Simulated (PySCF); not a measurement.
Geometry:
```csv
atom,x (Å),y (Å),z (Å)
Si1,-0.760,1.545,-0.586
F2,-1.506,2.909,-1.063
Si3,0.405,-0.195,-1.770
F4,0.767,-0.421,-3.339
Si5,1.515,1.017,-0.010
F6,2.878,1.903,0.007
Si7,0.762,-0.572,1.577
F8,1.477,-1.047,2.958
Si9,-1.515,-0.047,1.002
F10,-2.899,-0.026,1.856
Si11,-0.352,-1.784,-0.184
F12,-0.658,-3.366,-0.398
```

Geometry: PBE0-D3(BJ)/def2-SVP; GIAO absolute shieldings from PySCF 2.14.0 with density-fitted response routines, gas phase, non-relativistic, averaged over equivalent atoms.

At KT2/pcSseg-1 (246 basis functions):
```
                   atoms  σ (ppm)
Si1/Si3/Si5/Si7/Si9/Si11    363.7
     F2/F4/F6/F8/F10/F12    253.2
```

Q: Estimate the result of repeating the calculation with PBE0/pcSseg-1.

A: 
| atoms | σ at PBE0/pcSseg-1 | change |
| --- | --- | --- |
| Si1/Si3/Si5/Si7/Si9/Si11 | 349.3 | -14.4 |
| F2/F4/F6/F8/F10/F12 | 289.2 | +36.0 |

The largest change is at F2/F4/F6/F8/F10/F12 (fluorine bonded to Si). Cost: 246 basis functions.
